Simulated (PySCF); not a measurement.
```xyz
10

N     -1.2764    -0.6097    -0.1919
B     -0.0002     0.0004    -0.0019
N      1.1821    -0.7953    -0.0345
N      0.0914     1.4068     0.2178
H     -2.1186    -0.0760    -0.2972
H     -1.3805    -1.5671    -0.4712
H      1.1695    -1.7904    -0.1529
H      2.0964    -0.4267     0.1461
H      0.9507     1.8659     0.4536
H     -0.7143     1.9921     0.3321
```

Charge 0, multiplicity 1.

Task: Give the Mulliken and meta-Löwdin atomic charges from PBE0-D4/def2-TZVP run with PySCF 2.14.0.

Result: 
| atom | Mulliken (e) | meta-Löwdin (e) |
|---|---|---|
| N1 | -0.58 | -0.55 |
| B2 | 0.42 | 0.24 |
| N3 | -0.59 | -0.55 |
| N4 | -0.59 | -0.55 |
| H5 | 0.22 | 0.23 |
| H6 | 0.22 | 0.23 |
| H7 | 0.22 | 0.23 |
| H8 | 0.22 | 0.23 |
| H9 | 0.22 | 0.23 |
| H10 | 0.22 | 0.23 |
